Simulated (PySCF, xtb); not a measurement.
C₅H₇N, SMILES C#CC/C=N/C. Other conformers were not sampled.

Harmonic wavenumbers (cm⁻¹) from xtb with GFN2-xTB at its own minimum, in rising order: 58, 130, 205, 258, 277, 299, 446, 512, 641, 667, 841, 942, 999, 1030, 1083, 1108, 1120, 1167, 1254, 1336, 1392, 1416, 1460, 1474, 1767, 2296, 2816, 2879, 2924, 2983, 2983, 3000, 3398.

Q: What does PySCF with PBE0-D3(BJ)/def2-SVP give at its own minimum? (Estimate from the structure and the level; the computed values follow.)

A: 66, 136, 224, 279, 307, 347, 475, 562, 691, 709, 831, 974, 1001, 1060, 1104, 1132, 1159, 1212, 1291, 1385, 1417, 1418, 1451, 1470, 1819, 2251, 2995, 3013, 3045, 3107, 3127, 3132, 3491. Paired by order, the mean absolute difference is 50 cm⁻¹ and the zero-point energies are 64.6 and 66.7 kcal/mol.
